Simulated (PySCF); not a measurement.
Isomers of C4H9Al. Method: PBE0-D3(BJ)/def2-SVP geometry optimisation, gas phase in PySCF. One conformer each; no zero-point energy, no entropy. No frequencies were run at this level. Point groups hold within 0.08 Å.

Task: Order them by energy at this level, lowest first, and give relative energies in kcal/mol.
A. `[CH2:1]=[CH:2][CH2:3][AlH:4][CH3:5]` with C1–C2–C3–Al4 95°, C2–C3–Al4–C5 -24°
B. `[CH2:1]1[CH2:2][CH2:3][AlH:4][CH2:5]1` with C5–C1–C2–C3 52°, C1–C2–C3–Al4 -36°, C2–C3–Al4–C5 13°, C3–Al4–C5–C1 13°

Result: B (0.0), A (14.3).

As drawn, the higher has a C=C bond outside aromatic rings, which the lower lacks.

```
             SMILES      E (Eh)  E rel (kcal/mol)  dipole (D)  point group     A, B, C (MHz)
C1C[CH2][AlH][CH2]1  -399.77022               0.0        0.15           C2  5322, 4295, 2601
 C=C[CH2][AlH][CH3]  -399.74742              14.3        0.29           C1  5892, 2343, 1804
```

Task: How do the relative energies change in single points at PBE0/pcSseg-1 (no added dispersion term) on the same geometries?

Result: 
```csv
SMILES,PBE0-D3(BJ)/def2-SVP (kcal/mol),PBE0/pcSseg-1 (kcal/mol),shift
C1C[CH2][AlH][CH2]1,0.0,0.0,0.0
C=C[CH2][AlH][CH3],14.3,11.8,-2.5
```

Each column counts from its own lowest isomer. The order is unchanged; the largest shift is 2.5 kcal/mol.
